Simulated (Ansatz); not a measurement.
The cluster TlH₂ (the lowest doublet isomer of a short search) was relaxed with r2SCAN-D4 (def2-TZVP) in Ansatz in these states: neutral doublet, neutral quartet. The geometries follow in no particular order.

In the def2 sets Tl takes a core potential; there is no spin–orbit coupling.

A:

```xyz
3

Tl   -0.040   -0.376    0.410
H    -1.347   -0.345   -0.828
H     1.388    0.721    0.418
```

B:

```xyz
3

Tl   -0.6253    0.8272    0.0697
H    -0.3241   -0.9623    0.7638
H     0.9495    0.1351   -0.8335
```

**Question.** Judge from the bond lengths which geometry belongs to which state (an estimate).

**Answer.** A is the neutral doublet (Tl1–H3 1.801 Å, Tl1–H2 1.801 Å); B is the neutral quartet (Tl1–H3 1.943 Å, Tl1–H2 1.943 Å).

At PBE0-D4/def2-TZVP a doublet lies 3.19 eV below the neutral quartet. These are the stationary points nearest to one start from a short search; other shapes may lie lower in each state.
